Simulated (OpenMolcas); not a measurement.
**Ta4+ in a point-charge field**

Ta4+ among 6 point charges of -1.7 e arranged as an octahedron (Oh), 2.26 Å from the ion.

```json
{
  "Program": "OpenMolcas 26.06",
  "Method": "SS-CASPT2, IPEA 0.25 Eh, imaginary shift 0.1 Eh (closed shells correlated: 4f 5s 5p)",
  "Basis": "ANO-RCC-VTZP [8s7p5d3f2g1h]",
  "Scalar Hamiltonian": "DKH2, point nucleus",
  "Active space": "1 electron in 5 orbitals (5d)",
  "State averaging": "2S+1 = 2 even, 5 roots",
  "Spin-orbit coupling": "RASSI with atomic mean-field integrals over the reference wave functions"
}
```

The lowest spin-free states (labels of O, the rotations of Oh), above the lowest:

| State | Degeneracy | E (cm-1) | Free-ion L (%) |
| --- | --- | --- | --- |
| 2T2 | 3 | 0 | D (100) |
| 2E | 2 | 8540 | D (100) |

The lowest levels with spin-orbit coupling:

| E (cm-1) | Degeneracy | Label | 2S+1 | g |
| --- | --- | --- | --- | --- |
| 0 | 4 | Γ8 | 2 |  |
| 4920 | 2 | Γ7 | 2 | 2.00 2.00 2.00 |
| 11870 | 4 | Γ8 | 2 |  |

Powder χT (cm3 K/mol): 0.129 at 2 K, 0.129 at 10 K, 0.133 at 50 K, 0.137 at 100 K, 0.145 at 200 K, 0.153 at 300 K. The effective moment at 300 K is 2.828 √(χT) = 1.11 μB.

The lowest level has 2S+1 = 2, for which the spin-only value is χT = S(S+1) / 2 = 0.375 cm3 K/mol (g = 2). The computed 0.153 at 300 K differs by -0.222, through orbital momentum, spin-orbit coupling and any other state in reach. With a threefold ground state the orbital momentum is unquenched, so the spin-only value is not expected to hold.

The gap between the two states is 10Dq = 8539 cm-1.

Roots that are degenerate in the reference are averaged as groups; the widest CASPT2 spread within a group is 130 cm-1 (the 3-fold group of multiplicity 2 near 0 cm-1 above the lowest state of its run). Shifts and gaps below about the spread of the groups concerned are not significant. An orbital triplet at a regular site is open to Jahn-Teller coupling, which can distort the site and quench the lowest spin-orbit gaps and is left out. This field is weak: 10Dq is about 8539 cm-1, while octahedral complexes of 5d ions of charge 3 and more, computed by the same method with explicit ligands, had a median near 35000 cm-1. Ground spin and moment need not be those of a real site. Free-ion shares, where given, are those of the reference states; single-state CASPT2 does not remix them. Point charges carry no covalency, so the field is a model and not that of real ligands. No measured value stands beside these numbers.
